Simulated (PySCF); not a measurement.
# SbF⁺: frontier orbitals

PBE0 at R = 1.885 Å; basis Sb x2c-SVPall, F x2c-SVPall; spin-free X2C with a Gaussian nucleus; PySCF 2.14. State: ²Π (doublet), unpaired electrons π ↑. Only the outer orbitals are listed, counted within each symmetry.

| spin | orbital | occ. | ε (eV) | on Sb (%) | main shells (%) |
| --- | --- | --- | --- | --- | --- |
| α | 11σ | 1 | -38.48 | 8 | 91 F s |
| α | 12σ | 1 | -23.27 | 76 | 76 Sb s, 20 F p |
| α | 6π | 1 | -18.63 | 10 | 90 F p, 9 Sb p |
| α | 13σ | 1 | -18.40 | 38 | 61 F p, 20 Sb s, 18 Sb p |
| α | 6π | 1 | -18.40 | 10 | 90 F p, 8 Sb p |
| α | 7π | 1 | -13.44 | 92 | 91 Sb p |
| α | 7π | 0 | -11.35 | 93 | 92 Sb p |
| α | 14σ | 0 | -8.08 | 90 | 80 Sb p, 12 F p |
| α | 15σ | 0 | -2.05 | 100 | 100 Sb s |
| β | 11σ | 1 | -38.36 | 8 | 91 F s |
| β | 12σ | 1 | -22.52 | 69 | 68 Sb s, 27 F p |
| β | 6π | 1 | -18.39 | 9 | 91 F p |
| β | 6π | 1 | -18.11 | 8 | 92 F p |
| β | 13σ | 1 | -18.08 | 45 | 55 F p, 27 Sb s, 17 Sb p |
| β | 7π | 0 | -10.97 | 93 | 93 Sb p |
| β | 7π | 0 | -10.01 | 95 | 94 Sb p |
| β | 14σ | 0 | -7.70 | 91 | 80 Sb p, 11 F p |

Task: Which are the highest filled and the lowest empty level, where do they sit, and how wide is the gap?

Result: Highest filled α 7π at -13.44 eV (in %: 91 Sb p); lowest empty α 7π at -11.35 eV (in %: 92 Sb p); the gap at PBE0 is 2.09 eV. Both belong to one degenerate shell, split only by its one-sided filling, so this is no excitation gap.

```
bond order (Mayer)                                                                                                : 1.11
⟨S²⟩                                                                                                              : 0.753
charge on Sb (Mulliken, basis-dependent)                                                                          : 1.33
charge on Sb (Löwdin, basis-dependent)                                                                            : 1.21
dipole moment (positive dipole points towards F; it is taken about the centre of mass and depends on that origin) : -2.98 D
polarisability along the bond                                                                                     : 27.3 bohr³
polarisability across the bond                                                                                    : 20.1 bohr³
```

Spin–orbit coupling is left out. The state was picked by a PBE0 search and need not be the measured ground state.
